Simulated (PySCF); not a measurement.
C3HClF2, SMILES FC=C=C(F)Cl.

Coordinates come from a PBE-D3(BJ)/def2-SVP optimisation. The structure was generated by enumeration; whether it is a known compound was not checked.

Level of theory: PBE-D3(BJ)/def2-SVP (PySCF 2.14.0).

Frequencies are harmonic and unscaled.

Computed normal modes with their intensities:
```
mode  ν (cm⁻¹)  IR (km/mol)  moving atoms (share of kinetic energy)
----  --------  -----------  --------------------------------------
1           99          0.1                 F 43 %, Cl 30 %, C 26 %
2          119          0.5                          C 50 %, F 46 %
3          270          6.1                  C 46 %, H 24 %, F 23 %
4          356          3.5                 F 55 %, C 26 %, Cl 16 %
5          483          0.7                 C 37 %, Cl 36 %, F 26 %
6          501          4.0                  C 75 %, F 14 %, Cl 9 %
7          557          9.2                          C 66 %, F 30 %
8          703        102.5                  C 68 %, F 21 %, Cl 8 %
9          840          5.2                          H 66 %, C 33 %
10        1020        249.6                          C 74 %, F 21 %
11        1119        294.7                          C 60 %, F 37 %
12        1243         28.0                   H 77 %, C 15 %, F 8 %
13        1439         18.7                          C 81 %, H 13 %
14        2038        445.9                                  C 99 %
15        3087          6.8                           H 92 %, C 8 %
```
